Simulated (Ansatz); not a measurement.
(F3Ge)2NMe (CH3F6Ge2N). Total charge 0; triplet. Geometry PBE-D4/def2-SVP, that of the neutral singlet.

| atom | x (Å) | y (Å) | z (Å) |
| --- | --- | --- | --- |
| Ge1 | -1.038 | 0.494 | 1.300 |
| F2 | -2.635 | 0.868 | 0.753 |
| F3 | -0.429 | 1.903 | 2.107 |
| F4 | -1.201 | -0.788 | 2.448 |
| N5 | 0.142 | 0.081 | -0.023 |
| C6 | 1.201 | 1.037 | -0.414 |
| Ge7 | -0.056 | -1.474 | -0.936 |
| F8 | -0.063 | -1.222 | -2.648 |
| F9 | 1.201 | -2.628 | -0.654 |
| F10 | -1.565 | -2.147 | -0.417 |
| H11 | 1.218 | 1.880 | 0.302 |
| H12 | 1.026 | 1.445 | -1.432 |
| H13 | 2.198 | 0.551 | -0.386 |

At PBE0-D4/def2-TZVP a singlet of charge 0 lies 5.08 eV below the triplet at the same geometry.

(1) Estimate the α-spin orbital energies around the gap (eV) in Ansatz with PBE-D4/def2-TZVP, r2SCAN-D4/def2-TZVP, PBE0-D4/def2-TZVP.

Answers

(1) 
```tsv
orbital	PBE-D4/def2-TZVP	r2SCAN-D4/def2-TZVP	PBE0-D4/def2-TZVP
HOMO−5	-9.93	-10.47	-12.05
HOMO−4	-9.84	-10.37	-11.93
HOMO−3	-9.80	-10.37	-11.91
HOMO−2	-9.73	-10.29	-11.83
HOMO−1	-9.69	-10.22	-11.80
HOMO	-3.44	-3.42	-4.08
LUMO	-2.17	-1.98	-1.42
LUMO+1	-1.38	-1.14	-0.60
LUMO+2	-0.38	-0.11	0.41
LUMO+3	-0.10	0.13	0.67
LUMO+4	0.04	0.55	0.85
LUMO+5	0.38	0.73	1.26
β HOMO	-9.62	-10.16	-11.67
β LUMO	-8.13	-7.73	-7.02
```
